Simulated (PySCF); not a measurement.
Gas-phase reaction: 2 ZrCl₄.H₂O + H₂O₂ = 2 ZrCl₃OH + 2 H₂O + 2 Cl

Computed with PySCF (xtb for GFN2) and rigid-rotor harmonic-oscillator thermochemistry at 1 bar. S°(298 K) at PBE0/def2-TZVP differs from the NASA 1993 table for H₂O₂ (-8 J/mol/K); whether the harmonic model or the table's entry is off was not settled. † marks an energy on the PBE0/def2-TZVP geometry and frequencies; other levels use their own. MP2 and CCSD(T) freeze the core. Open shells (unrestricted): Cl (multiplicity 2, electronic degeneracy 6); the rest are closed-shell singlets. GFN2 has no spin-polarisation term. Spin-orbit splitting is ignored; it lowers the true energy and changes the entropy of Cl. B3LYP is the form with VWN-RPA correlation. Zr: scalar-relativistic def2 core potential, no spin-orbit coupling. No R ln 2 is added for the mirror-image form of H₂O₂. Adducts (ZrCl₄.H₂O) have no counterpoise correction, and HF, PBE, BLYP, B3LYP and PBE0 lack dispersion. ZrCl₄.H₂O, ZrCl₃OH: computed as isolated molecules; such fragments, hydroxides, amides, oligomers or adducts are transient or little studied in the gas. MP2 isn't extrapolated to the basis-set limit; its ΔH°(298 K) is 225.8 kJ in def2-SVP and 240.4 kJ in def2-TZVPP. CCSD(T) isn't extrapolated to the basis-set limit. The harmonic model lacks anharmonicity and excited electronic states, which grow with temperature; levels with a mode under 35 cm⁻¹ are left out. Internal rotation in H₂O₂ is treated as a harmonic vibration of one conformer, which makes the entropy rough. Soft modes under 120 cm⁻¹ make the harmonic entropy rough for ZrCl₄.H₂O, ZrCl₃OH. Warning, point group unlike the PBE0 one: H₂O₂ (GFN2-xTB).

ΔH° and ΔS° at 298 K: B3LYP/def2-TZVP† 186 kJ, 369 J/K; CCSD(T)/def2-SVP† 220 kJ, 369 J/K; GFN2-xTB 528 kJ, 357 J/K; HF/def2-TZVP† 29 kJ, 369 J/K; MP2/def2-SVP† 226 kJ, 369 J/K.

With the heat capacities included, give log10 K (1 bar) at 600, 800, 1400, 1600, 1800 K from B3LYP/def2-TZVP†, CCSD(T)/def2-SVP†, GFN2-xTB, HF/def2-TZVP†, MP2/def2-SVP†.


```tsv
T (K)	B3LYP/def2-TZVP†	CCSD(T)/def2-SVP†	GFN2-xTB	HF/def2-TZVP†	MP2/def2-SVP†
600	3.1	0.1	-27.4	16.7	-0.4
800	7.1	4.8	-16.0	17.3	4.4
1400	12.0	10.7	-1.6	17.9	10.5
1600	12.8	11.7	0.8	17.9	11.5
1800	13.4	12.4	2.6	17.9	12.2
```
